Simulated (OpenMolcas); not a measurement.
Al2+: RASPT2 settings compared

```yaml
Program: OpenMolcas 26.06
Basis: ANO-R1 [4s3p1d]
Scalar_Hamiltonian: X2C, finite nucleus
Active_space: 1 electron in 9 orbitals (RAS2 3s 3p; RAS3 3d, at most 1 electron)
State_averaging: 2S+1 = 2 even, 1 root; 2S+1 = 2 odd, 3 roots
Spin-orbit_coupling: RASSI with atomic mean-field integrals over the reference wave functions, term energies averaged over their components
```

Methods on the same reference wave functions:
A. RASSCF
B. SS-RASPT2, IPEA 0.2 Eh, sigma2 regulariser 0.3 Eh (closed shells correlated: 2s 2p)
C. SS-RASPT2, IPEA 0.1 Eh, imaginary shift 0.4 Eh (closed shells correlated: 2s 2p)

Energies in cm-1 above 3s 2S 1/2, the measured ground level; measured values from NIST levels in Kelleher and Podobedova, J. Phys. Chem. Ref. Data 37, 709 (2008).

| Level | A | B | C | Measured |
| --- | --- | --- | --- | --- |
| 3s 2S 1/2 | 0.0 | 0.0 | 0.0 | 0.0 |
| 3p 2P* 1/2 | 57394 | 57982 | 57986 | 53683 |
| 3p 2P* 3/2 | 57598 | 58187 | 58190 | 53917 |

Deviations, from unrounded energies. A percentage is the sum of absolute deviations over the sum of measured energies, with the sign that they share, or ± where signs differ.

| Against measurement | Levels | A | B | C |
| --- | --- | --- | --- | --- |
| mean absolute deviation (cm-1) | 2 | 3700 | 4300 | 4300 |
| other configurations (%) | 2 | +6.9 | +8.0 | +8.0 |

A lies closest to measurement on these levels and C furthest from it. The largest miss of A in the table is 3p 2P* 1/2, by +3700 cm-1. The ranking rests on the paired levels alone, and a cruder setting can come out closer through cancelling errors.

Between B and C no level of the table moves by more than 5 cm-1.

The lowest spin-free term lies below A's lowest term by 0.067 hartree in B, 0.067 hartree in C.

With one active electron outside closed inactive shells, the extra shells (3d) add no correlation to the reference. With one active electron the reference holds no correlation, so core polarisation is missing (holds for A). With one active electron, CASPT2 adds the correlation within the correlated inactive shells and between them and that electron, and leaves the splitting within a term as the reference gives it (holds for B; C). Measured partners are found by configuration, term and J. A level has none where our copy of the source lacks it or the pairing is in doubt (some pairs that miss far off the trend of their configuration count as doubtful), and it then counts in no deviation. Only configurations of the active space appear.

* marks odd parity.
